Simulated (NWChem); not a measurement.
# SnNH$_{3}$F$_{2}$; SMILES [NH2][SnH]([F])[F]

```xyz
7

Sn    -0.0170     0.2510     0.0000
N      1.9053    -0.4560     0.0000
F     -0.9019    -0.5094     1.5713
F     -0.9019    -0.5094    -1.5713
H     -0.2921     1.9441     0.0000
H      2.0188    -1.0667    -0.8237
H      2.0188    -1.0667     0.8237
```
Atoms are numbered in this order, from 1.

Program: NWChem. The geometry was optimised at PBE-D3(BJ)/def2-SVP. def2 effective core potentials on Sn; no spin-orbit coupling. Level PBE/def2-SVP: energy and gradient on several grids; changes count from the extra-fine grid, which is no exact limit either.

```csv
grid,size of the energy change (μHa),largest change of a gradient component (μHa/bohr)
xcoarse,4000,20000
coarse,200,700
medium,< 10,300
fine,< 10,< 30
xfine,< 10,< 30
```
